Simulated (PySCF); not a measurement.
Geometry:
```
atom   x (Å)   y (Å)   z (Å)
 Al1   0.098   0.171  -0.003
  H2   1.677   0.098   0.011
  H3  -0.734   1.514  -0.025
 Br4  -1.041  -1.783   0.017
```

Geometry: PBE0-D3(BJ)/def2-SVP; GIAO absolute shieldings from PySCF 2.14, gas phase, non-relativistic, averaged over equivalent atoms.

At B3LYP/pcSseg-1 (pcSseg-2 on Al) (94 basis functions, 2.2 s wall time on 1 thread of an x86-64 server CPU, shared host):
| atoms | σ (ppm) |
| --- | --- |
| Al1 | 305.7 |
| H2/H3 | 26.11 |
| Br4 | 2455.1 |

Task: What do these become at PBE0/pcSseg-1 (pcSseg-2 on Al)?

Result: 
| atoms | σ at PBE0/pcSseg-1 (pcSseg-2 on Al) | change |
| --- | --- | --- |
| Al1 | 316.4 | +10.7 |
| H2/H3 | 25.92 | -0.19 |
| Br4 | 2500.8 | +45.7 |

The largest change is at Br4 (bromine bonded to Al). Cost: 94 basis functions, 3.6 s wall time on 1 thread of an x86-64 server CPU, shared host.

Relativistic effects, spin–orbit coupling among them, are left out; they matter for Br and for the light atoms bonded to it.
